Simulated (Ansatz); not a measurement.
Mulliken charges of AsH$_{5}$OSi, SMILES `O[SiH2][AsH2]` from ωB97M-V/def2-TZVPP in Ansatz (PBE0-D4/def2-TZVP geometry).

| atom | x (Å) | y (Å) | z (Å) | charge (e) |
| --- | --- | --- | --- | --- |
| O1 | -1.759 | 0.265 | -0.261 | -0.377 |
| Si2 | -0.129 | 0.515 | -0.206 | 0.367 |
| As3 | 0.695 | -1.090 | 1.305 | -0.106 |
| H4 | -2.267 | 0.769 | -0.899 | 0.173 |
| H5 | 0.463 | 0.409 | -1.569 | -0.048 |
| H6 | 0.201 | 1.868 | 0.326 | -0.051 |
| H7 | 2.122 | -0.632 | 1.023 | 0.017 |
| H8 | 0.765 | -2.161 | 0.226 | 0.024 |

Problem. By hand: the dipole of these point charges (1 e Å = 4.8032 D).

Solution. Σ q r = (0.172, 0.160, -0.190) e Å, of length 0.302 e Å = 1.45 D.

Problem. How does the dipole of the full density compare? (Estimate.)

Solution. The calculation gave: (-0.047, 0.184, -0.270) e Å, 1.59 D; the point charges give 0.91 times that, at 43° from its direction.

Point charges leave out the atoms' own dipoles, such as those of lone pairs, and Mulliken's split depends on the basis, so the two needn't agree.
